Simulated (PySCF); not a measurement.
Species: CH₆BOSi, charge 0, multiplicity 2. It need not be the lowest isomer of its formula. 
Geometry from a B3LYP-D3(BJ)/def2-TZVP (Ansatz) optimisation:
SMILES: C[SiH2][B]O
```xyz
10

C      1.7896     0.6191     0.1180
Si     0.5260    -0.7606    -0.1269
B     -1.4200    -0.2459    -0.0516
O     -1.9601     0.9597     0.1515
H      1.6749     1.3898    -0.6461
H      1.6634     1.0916     1.0937
H      2.8078     0.2282     0.0578
H      0.7209    -1.8091     0.9088
H      0.7366    -1.4047    -1.4500
H     -2.9250     0.9907     0.1504
```
Charge 0, spin multiplicity 2.

Dispersion corrections to the total energy (kcal/mol) from the dftd3 and dftd4 libraries through PySCF: D3(BJ) without and D4 with the three-body term, each with the damping fitted for the functional named.

```json
[
 {"functional": "BLYP", "D3(BJ)": "-9.09", "D4": "-8.79"},
 {"functional": "PBE", "D3(BJ)": "-4.19", "D4": "-4.01"},
 {"functional": "BHLYP", "D3(BJ)": "-6.04", "D4": "-4.96"},
 {"functional": "PW6B95", "D3(BJ)": "-2.29", "D4": "-3.51"},
 {"functional": "HF", "D3(BJ)": "…", "D4": "-14.06"},
 {"functional": "LC-wPBE", "D3(BJ)": "-4.09", "D4": "…"},
 {"functional": "B3LYP", "D3(BJ)": "-7.48", "D4": "…"}
]
```

Fill in the missing entries.


- HF, D3(BJ): -34.26
- LC-wPBE, D4: -4.47
- B3LYP, D4: -6.46
